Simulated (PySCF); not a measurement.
Compound: C5H6FNO2.
Numbering: `[N:1]#[C:2][C@@H:3]1[CH2:4][O:5][C@@H:6]([F:7])[CH2:8][O:9]1`

Cartesian coordinates in Å at the GFN2-xTB level; atoms count from 1:
```
atom  x, y, z in Å
N1     2.524   -1.126    1.251
C2     1.915   -0.655    0.407
C3     1.104   -0.074   -0.655
C4     0.529    1.282   -0.209
O5    -0.406    1.103    0.844
C6    -1.417    0.230    0.514
F7    -2.234    0.808   -0.442
C8    -0.904   -1.112   -0.021
O9     0.053   -0.942   -1.043
H10    1.728    0.053   -1.548
H11    0.038    1.759   -1.067
H12    1.306    1.936    0.189
H13   -2.035    0.095    1.410
H14   -1.726   -1.670   -0.471
H15   -0.480   -1.679    0.820
```

NICS = −σ at a ghost point: NICS(0) at the centroid of the ring atoms, NICS(1) 1 Å to either side along the normal of their mean plane, zz for the tensor component along that normal. Level: GIAO PBE0/pcSseg-1 (PySCF, non-relativistic, gas phase) on the GFN2-xTB geometry, one conformer.

Ring bond lengths (Å), with Mayer bond orders in brackets: C3–C4 1.539 (0.99), C4–O5 1.420 (0.90), O5–C6 1.376 (1.01), C6–C8 1.533 (1.00), C8–O9 1.410 (0.92), O9–C3 1.418 (0.93).

Problem. What do the NICS probes read (ppm)?

Solution. 
```csv
ring,type,NICS(0),"NICS(1), two faces","NICS(1)zz, two faces",rms pucker (Å),"centre to ring atoms, mean (Å)"
C3–C4–O5–C6–C8–O9,6-membered ring with 2 O; formal bonds all single,-1.1,-0.3 / -1.0,3.6 / 2.0,0.21,1.40
```

Problem. What can be read from them?

Solution. 
- C3–C4–O5–C6–C8–O9: mean NICS(1)zz 2.8 ppm, near zero. C3, C4, C6, C8 have four or more neighbours, so the value isn't read as a sign of a π ring current. A hydrogen on C4, outside the ring, lies only 1.47 Å from a NICS(1) probe, which then mostly feels that atom.

Problem. How shielded are the nuclei of the rings and their hydrogens (means over atoms taken as equivalent)?

Solution. 
| atoms | environment | σ isotropic (ppm) | principal values of the symmetric part, first atom (ppm) |
| --- | --- | --- | --- |
| C3 | sp3 carbon bound to oxygen | 123.6 | 104.0, 118.3, 148.4 |
| C4 | sp3 carbon bound to oxygen | 121.0 | 107.6, 112.5, 142.9 |
| O5 | cyclic ether oxygen | 260.1 | 180.0, 268.9, 331.3 |
| C6 | sp3 C–F carbon | 79.0 | 52.2, 75.7, 109.1 |
| C8 | sp3 carbon bound to oxygen | 119.6 | 103.1, 113.8, 142.0 |
| O9 | cyclic ether oxygen | 307.5 | 255.5, 312.8, 354.1 |
| H10 | methine hydrogen | 27.38 | 23.5, 26.3, 32.4 |
| H11 | methylene hydrogen | 26.90 | 22.8, 26.1, 31.8 |
| H12 | methylene hydrogen | 27.92 | 24.5, 26.4, 32.8 |
| H13 | methine hydrogen | 26.16 | 22.4, 25.6, 30.4 |
| H14 | methylene hydrogen | 27.71 | 24.4, 26.0, 32.7 |
| H15 | methylene hydrogen | 27.41 | 24.1, 26.6, 31.5 |
